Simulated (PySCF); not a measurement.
C3H7BeBr, SMILES [CH]([Be][Br])(C)C. Atoms are numbered in the order given.

```xyz
12

Be    -0.2089    -0.2000     0.0000
Br     1.7454     0.0270     0.0000
C     -1.8822    -0.4002     0.0000
C     -2.5454     0.1578     1.2657
C     -2.5454     0.1578    -1.2657
H     -2.0400    -1.4993     0.0000
H     -3.6327    -0.0395     1.2704
H     -2.4219     1.2513     1.3421
H     -2.1320    -0.2814     2.1879
H     -2.1320    -0.2814    -2.1879
H     -3.6327    -0.0395    -1.2704
H     -2.4219     1.2513    -1.3421
```

Coordinates come from a PBE0-D3(BJ)/def2-SVP optimisation. Other conformers were not sampled.

Level of theory: KT2/pcSseg-1 in PySCF.

GIAO shieldings, no solvent; atoms alike by connectivity are averaged. δ = σ(ref) − σ: ¹³C against TMS (σ = 185.1 ppm); ¹H against TMS (σ = 31.47 ppm), references at their B3LYP-D3(BJ)/def2-TZVP geometries, non-relativistic (without spin–orbit terms, shifts of atoms bonded to Cl or Br come out too high).

| nucleus | atoms | count | δ (ppm) |
|---|---|---|---|
| ¹³C | C4, C5 | 2 | 22.2 |
| ¹³C | C3 | 1 | 17.2 |
| ¹H | H7, H8, H9, H10, H11, H12 | 6 | 1.40 |
| ¹H | H6 | 1 | 0.82 |
